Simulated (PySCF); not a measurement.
B(All)(F)(OH) (C3H6BFO), SMILES C=CCB(O)F.

Geometry optimised at ωB97X-D3(BJ)/def2-SVP. One conformer was computed; it need not be the lowest.

Two levels are set side by side: PBE/def2-TZVP (PySCF) and r2SCAN/def2-TZVP (PySCF). Same geometry, gas phase. Differences are taken from unrounded values.

| quantity | PBE |
|---|---|
| orbital gap (eV) | 5.31 |
| highest occupied level (eV) | -6.58 |
| lowest empty level (eV) | -1.27 |
| dipole moment (D) | 2.37 |
| mean polarisability (bohr³) | 54.9 |

**Question.** These are the PBE values. What does r2SCAN give? (The exact figures need the calculation; the answer reports its results.)

**Answer.** 
```tsv
quantity	r2SCAN	PBE minus r2SCAN
orbital gap (eV)	5.74	-0.44
highest occupied level (eV)	-6.78	0.20
lowest empty level (eV)	-1.04	-0.23
dipole moment (D)	2.44	-0.06
mean polarisability (bohr³)	53.5	1.3
```

Rough cost on one machine, each run with all the roots and properties that it gave: r2SCAN against PBE about 4 times.
